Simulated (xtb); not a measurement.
xtb input (GFN1-xTB):

```bash
xtb mol.xyz --gfn 1 --sp --chrg 1 --uhf 0
```
mol.xyz:
```
12

Si    -0.17545553     0.05598671     0.04557156
F     -0.33574762    -0.82939764     1.34452217
N      1.62081074    -0.46279875    -0.30247024
N     -0.05782668     1.71496153     0.16418238
N     -1.14929677    -0.50586296    -1.17921486
H      2.26044420    -0.22730289     0.45973894
H      1.98047058    -0.02312923    -1.15123111
H      0.59910978     2.20399456     0.75426392
H     -0.85476341     2.29779063    -0.05048269
H     -1.37553622     0.02166692    -2.00796858
H     -1.70775276    -1.34136587    -1.08696373
H      1.68032283    -1.47498811    -0.43353893
```

End of the output:

```
         :::::::::::::::::::::::::::::::::::::::::::::::::::::
         ::                     SUMMARY                     ::
         :::::::::::::::::::::::::::::::::::::::::::::::::::::
         :: total energy             -20.148845153108 Eh    ::
         :: gradient norm              0.031691836818 Eh/a0 ::
         :: HOMO-LUMO gap              6.687933738480 eV    ::
         ::.................................................::
         :: SCC energy               -20.334877074226 Eh    ::
         :: -> electrostatic           0.128205448907 Eh    ::
         :: repulsion energy           0.189895870663 Eh    ::
         :: dispersion energy         -0.003863949545 Eh    ::
         :: halogen bond corr.         0.000000000000 Eh    ::
         :: add. restraining           0.000000000000 Eh    ::
         :: total charge               1.000000000000 e     ::
         :::::::::::::::::::::::::::::::::::::::::::::::::::::

           -------------------------------------------------
          |                Property Printout                |
           -------------------------------------------------

    * Orbital Energies and Occupations

         #    Occupation            Energy/Eh            Energy/eV
      -------------------------------------------------------------
         1        2.0000           -1.0041880             -27.3253
       ...           ...                  ...                  ...
         4        2.0000           -0.9098786             -24.7591
         5        2.0000           -0.7814527             -21.2644
         6        2.0000           -0.7796166             -21.2144
         7        2.0000           -0.7693306             -20.9346
         8        2.0000           -0.7259617             -19.7544
         9        2.0000           -0.7204510             -19.6045
        10        2.0000           -0.7144935             -19.4424
        11        2.0000           -0.7043698             -19.1669
        12        2.0000           -0.6977942             -18.9879
        13        2.0000           -0.6834853             -18.5986
        14        2.0000           -0.6668051             -18.1447
        15        2.0000           -0.6021178             -16.3845
        16        2.0000           -0.5996109             -16.3162 (HOMO)
Note: The following floating-point exceptions are signalling: IEEE_DENORMAL
normal termination of xtb
        17                         -0.3538339              -9.6283 (LUMO)
        18                         -0.3142864              -8.5522
        19                         -0.2972447              -8.0884
        20                         -0.2884354              -7.8487
        21                         -0.2658350              -7.2337
        22                         -0.2519124              -6.8549
        23                         -0.2462420              -6.7006
        24                         -0.2038328              -5.5466
        25                         -0.1729005              -4.7049
        26                         -0.1481468              -4.0313
        27                         -0.1287229              -3.5027
       ...                                ...                  ...
        39                          1.3345089              36.3138
      -------------------------------------------------------------
                  HL-Gap            0.2457770 Eh            6.6879 eV
             Fermi-level           -0.4767224 Eh          -12.9723 eV

  Mulliken/CM5 charges         n(s)   n(p)   n(d)
     1Si    0.61062  0.64403   0.928  1.307  1.154
     2F    -0.20356 -0.17768   1.752  5.452  0.000
     3N    -0.31956 -0.88294   1.466  3.854  0.000
     4N    -0.44428 -0.86113   1.415  4.029  0.000
     5N    -0.43527 -0.85357   1.410  4.025  0.000
     6H     0.26525  0.45192   0.735  0.000  0.000
     7H     0.25632  0.44421   0.744  0.000  0.000
     8H     0.24589  0.43980   0.754  0.000  0.000
     9H     0.25448  0.44893   0.746  0.000  0.000
    10H     0.24699  0.44179   0.753  0.000  0.000
    11H     0.25827  0.45246   0.742  0.000  0.000
    12H     0.26486  0.45219   0.735  0.000  0.000

Wiberg/Mayer (AO) data.
largest (>0.10) Wiberg bond orders for each atom

 ---------------------------------------------------------------------------
     #   Z sym  total        # sym  WBO       # sym  WBO       # sym  WBO
 ---------------------------------------------------------------------------
     1  14 Si   5.017 --     5 N    1.445     4 N    1.417     2 F    1.272
                             3 N    0.680
     2   9 F    1.359 --     1 Si   1.272
     3   7 N    3.459 --     7 H    0.911     6 H    0.905    12 H    0.905
                             1 Si   0.680
     4   7 N    3.282 --     1 Si   1.417     8 H    0.890     9 H    0.885
     5   7 N    3.306 --     1 Si   1.445    10 H    0.893    11 H    0.883
     6   1 H    0.931 --     3 N    0.905
     7   1 H    0.941 --     3 N    0.911
     8   1 H    0.938 --     4 N    0.890
     9   1 H    0.936 --     4 N    0.885
    10   1 H    0.938 --     5 N    0.893
    11   1 H    0.933 --     5 N    0.883
    12   1 H    0.936 --     3 N    0.905
 ---------------------------------------------------------------------------

Topologies differ in total number of bonds
Writing topology from bond orders to xtbtopo.mol

 dipole moment from electron density (au)
     X       Y       Z
   1.6856   0.2053  -1.1753  total (Debye):    5.249

           -------------------------------------------------
          | TOTAL ENERGY              -20.148845153108 Eh   |
          | GRADIENT NORM               0.031691836818 Eh/α |
          | HOMO-LUMO GAP               6.687933738480 eV   |
           -------------------------------------------------

------------------------------------------------------------------------
------------------------------------------------------------------------
 total:
 SCF:
```

It need not be the lowest isomer of its formula.
